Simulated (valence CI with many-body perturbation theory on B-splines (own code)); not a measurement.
Energy levels of Er⁶³⁺

Method: valence CI with perturbative core correlation (CI+MBPT): three valence electrons over a frozen Dirac-Fock core [He], radial functions for each j: 9 s, 9 p, 8 d, 6 f, 3 g, 1 h, with the one-electron correlation potential Σ1, the two-electron term Σ2, the three-electron term Σ3, Breit, model QED; selected CI, second order for the rest, scaled by the run's own slope (own B-spline code, finite nucleus).

No measured spectrum was set against this ion. As an estimate, large intervals hold to a few tenths of a per cent, small ones and those within an open d or f shell to about a per cent.

Levels 1 to 42 of 42, with energies above the lowest level, (2s^2 2p1/2) J=1/2. "Leading %" is the weight of the configuration and term that name the level; weights of strongly mixed levels are sums over their largest components and can fall short, so below about 35 % the name and the second component can differ from the true leading terms, or belong to a minority configuration. In the jj column 3d3/2^4 stands for four electrons in 3d with j = 3/2. Lifetimes count E1, E2, E3, M1 and M2 decay at the calculated energies, and are blank where another channel may lead or the interval is too uncertain; long ones can be off by a factor of two.

```
No.  Configuration  Term    J  E (eV)  Leading %   Second component  Lifetime              Leading jj
  1         2s2.2p   2P°  1/2     0.0        100                                   2s^2 2p1/2 (100 %)
  2         2s.2p2    4P  1/2   235.0         51     31 % 2s.2p2 2S   51.3 ps      2s 2p1/2^2 (100 %)
  3         2s2.2p   2P°  3/2   996.9         99                      57.1 ps       2s^2 2p3/2 (99 %)
  4         2s.2p2    4P  3/2  1161.6         90      7 % 2s.2p2 2D   22.2 ps  2s 2p1/2 2p3/2 (100 %)
  5         2s.2p2    2D  5/2  1200.2         62     38 % 2s.2p2 4P    140 ps  2s 2p1/2 2p3/2 (100 %)
  6         2s.2p2    2P  1/2  1264.9         69     30 % 2s.2p2 4P    173 fs   2s 2p1/2 2p3/2 (99 %)
  7         2s.2p2    2D  3/2  1266.8         62     37 % 2s.2p2 2P    194 fs  2s 2p1/2 2p3/2 (100 %)
  8            2p3   2P°  3/2  1512.2         48       27 % 2p3 2D°    254 fs    2p1/2^2 2p3/2 (99 %)
  9         2s.2p2    4P  5/2  2176.3         62     38 % 2s.2p2 2D    860 fs      2s 2p3/2^2 (100 %)
 10         2s.2p2    2S  1/2  2274.4         68     19 % 2s.2p2 4P    217 fs      2s 2p3/2^2 (100 %)
 11         2s.2p2    2P  3/2  2275.2         60     31 % 2s.2p2 2D    119 fs      2s 2p3/2^2 (100 %)
 12            2p3   4S°  3/2  2465.2         55       45 % 2p3 2D°    125 fs   2p1/2 2p3/2^2 (100 %)
 13            2p3   2D°  5/2  2487.4        100                       134 fs   2p1/2 2p3/2^2 (100 %)
 14            2p3   2P°  1/2  2538.8        100                       114 fs   2p1/2 2p3/2^2 (100 %)
 15            2p3   2P°  3/2  3501.9         52       28 % 2p3 2D°   83.6 fs         2p3/2^3 (100 %)
 16         2s2.3s    2S  1/2  8735.0         98                      5.10 fs          2s^2 3s (98 %)
 17         2s2.3p   2P°  1/2  8813.7         96                       132 fs       2s^2 3p1/2 (96 %)
 18       2s.2p.3s   4P°  1/2  8892.1         85  13 % 2s.2p.3s 2P°   5.71 fs      2s 2p1/2 3s (98 %)
 19       2s.2p.3s   4P°  3/2  8917.4         59  40 % 2s.2p.3s 2P°   5.09 fs      2s 2p1/2 3s (99 %)
 20       2s.2p.3s   2P°  1/2  8944.9         94   5 % 2s.2p.3s 4P°   6.76 fs      2s 2p1/2 3s (99 %)
 21       2s.2p.3p    4D  1/2  8958.4         72   20 % 2s.2p.3p 2P   7.21 fs  2s 2p1/2 3p1/2 (100 %)
 22       2s.2p.3p    4D  3/2  8984.8         40   33 % 2s.2p.3p 2D   2.76 fs   2s 2p1/2 3p1/2 (99 %)
 23       2s.2p.3p    4P  1/2  9024.5         46   30 % 2s.2p.3p 2S   5.57 fs   2s 2p1/2 3p1/2 (99 %)
 24         2s2.3p   2P°  3/2  9108.6         97                      87.0 fs       2s^2 3p3/2 (97 %)
 25         2s2.3d    2D  3/2  9162.5         98                       818 as       2s^2 3d3/2 (98 %)
 26         2p2.3s    4P  1/2  9174.6         43     29 % 2p2.3s 2S   6.05 fs       2p1/2^2 3s (94 %)
 27         2p2.3p   2P°  1/2  9238.5         44    37 % 2p2.3p 4D°   1.36 fs    2p1/2^2 3p1/2 (96 %)
 28         2s2.3d    2D  5/2  9242.1         95                       901 as       2s^2 3d5/2 (95 %)
 29       2s.2p.3p    4P  3/2  9263.8         31   27 % 2s.2p.3p 4D   7.58 fs  2s 2p1/2 3p3/2 (100 %)
 30       2s.2p.3p    4D  5/2  9294.3         42   38 % 2s.2p.3p 2D   24.0 fs   2s 2p1/2 3p3/2 (96 %)
 31       2s.2p.3p    2D  3/2  9296.9         43   23 % 2s.2p.3p 2P   3.38 fs  2s 2p1/2 3p3/2 (100 %)
 32       2s.2p.3p    2P  1/2  9303.3         42   18 % 2s.2p.3p 2S   2.27 fs   2s 2p1/2 3p3/2 (95 %)
 33       2s.2p.3d   4F°  3/2  9306.2         70  13 % 2s.2p.3d 2D°   3.23 fs  2s 2p1/2 3d3/2 (100 %)
 34       2s.2p.3d   4F°  5/2  9334.9         44  31 % 2s.2p.3d 2F°   4.63 fs   2s 2p1/2 3d3/2 (98 %)
 35       2s.2p.3d   2P°  3/2  9352.2         29  25 % 2s.2p.3d 4D°    675 as   2s 2p1/2 3d3/2 (98 %)
 36       2s.2p.3d   4D°  1/2  9356.9         53  38 % 2s.2p.3d 2P°    747 as   2s 2p1/2 3d3/2 (97 %)
 37       2s.2p.3d   4P°  5/2  9397.5         34  30 % 2s.2p.3d 4D°    883 as   2s 2p1/2 3d5/2 (99 %)
 38       2s.2p.3d   2F°  7/2  9424.4         39  37 % 2s.2p.3d 4F°    911 as  2s 2p1/2 3d5/2 (100 %)
 39       2s.2p.3d   2F°  5/2  9435.7         49  24 % 2s.2p.3d 2D°    916 as   2s 2p1/2 3d5/2 (99 %)
 40       2s.2p.3d   2P°  3/2  9436.2         39  33 % 2s.2p.3d 2D°    920 as   2s 2p1/2 3d5/2 (96 %)
 41         2p2.3p   2P°  3/2  9548.4         34    20 % 2p2.3p 4D°   3.17 fs    2p1/2^2 3p3/2 (96 %)
 42         2p2.3d    2D  3/2  9588.1         42     32 % 2p2.3d 4F   4.80 fs    2p1/2^2 3d3/2 (98 %)
```

The ionisation energy to 2s2 1S_0 of the next ion comes out as 15506 eV (NIST: 15511 ± 19 eV (theoretical)). All 42 levels together are meant to be complete up to 9668.8 eV.
